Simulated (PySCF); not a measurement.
Dipole moment and polarisability of (HAlNH)4 cubane

(HAlNH)4 cubane, Al4H8N4.
Cartesian coordinates in Å at the PBE0-D3(BJ)/def2-SVP level; atoms count from 1:
```
atom  x, y, z in Å
Al1   -1.323   -0.685   -0.784
H2    -2.566   -1.331   -1.523
N3     0.010   -1.653    0.228
Al4   -0.090   -0.345    1.649
H5    -0.172   -0.669    3.197
N6    -1.411    0.633    0.629
Al7   -0.015    1.665   -0.221
H8    -0.024    3.236   -0.432
N9     0.085    0.340   -1.625
Al10   1.419   -0.644   -0.628
H11    2.757   -1.248   -1.223
N12    1.307    0.673    0.784
H13    0.016   -2.660    0.364
H14   -2.270    1.020    1.011
H15    0.138    0.548   -2.618
H16    2.105    1.086    1.259
```

Level: wB97X-D/def2-SVPD (PySCF), static field, nuclei fixed, core orbitals frozen in the response. The polarisability tensor in these axes (au):

```
x   113.30   0.02  -0.04
y     0.02 113.24  -0.02
z    -0.04  -0.02 113.06
```

Task: Diagonalise the tensor; give its mean and Δα, where Δα² is half the sum of the squared differences of the eigenvalues.

Result: Principal values 113.05, 113.24 and 113.31 au; mean 113.20 au = 16.77 Å³ = 18.66 × 10⁻⁴⁰ C²·m²/J; Δα = 0.23 au (0 % of the mean). Point group Td makes the tensor isotropic, so any spread comes from the grid or from a geometry that is symmetric only within 0.08 Å.

Task: What is the dipole moment?

Result: 0.01 D; point group Td allows none, and the residue is numerical.

Task: Sum over states: ᾱ = Σ f/ω², ω in Eh. What share falls to these 15 lowest TDDFT singlets (eV, f)? 7.01, 0.0000; 7.01, 0.0000; 7.01, 0.0000; 7.05, 0.0000; 7.05, 0.0000; 7.25, 0.1113; 7.25, 0.1114; 7.25, 0.1114; 7.38, 0.0000; 7.39, 0.0000; 7.39, 0.0000; 7.39, 0.0000; 7.44, 0.0000; 7.44, 0.0000; 7.55, 0.0114.

Result: They add up to 4.85 au, 4.3 % of the 113.20 au; the largest single term is 1.57 au, from the state at 7.25 eV. Terms in order: 0.00, 0.00, 0.00, 0.00, 0.00, 1.57, 1.57, 1.57, 0.00, 0.00, 0.00, 0.00, 0.00, 0.00, 0.15 au. Higher excitations give the rest. The strengths listed sum to 0.345.

Task: What would n − 1 = 2πNα be for an ideal gas of these molecules at 298.15 K and 1 atm, electronic part alone?

Result: N = p/kT = 2.4615 × 10¹⁹ cm⁻³, so n − 1 = 2π × N × 16.77 × 10⁻²⁴ cm³ = 2594 × 10⁻⁶ at long wavelengths.

Task: Find the Langevin capture rate constant for O2+ (31.990 u) meeting this molecule (172.001 u), k = 2.342 × 10⁻⁹ cm³/s × √(α in Å³ / reduced mass in u).

Result: The reduced mass is 26.97 u, so k = 1.85 × 10⁻⁹ cm³/s.

One conformer (not necessarily the lowest) at the PBE0-D3(BJ)/def2-SVP geometry, without solvent, vibrations or thermal averaging.

The run behind these numbers computed excited states and ΔSCF ions as well. Hardware: one thread of an Intel Xeon at 2.50 GHz, shared host with 64 logical CPUs at a one-minute load of 58. Cost: 7.6 min wall (with the writing of density and orbital grids), 1.4 GiB resident at most.

wB97X-D is run here without its empirical dispersion term; that term would change no orbital, density or response property at a fixed geometry.
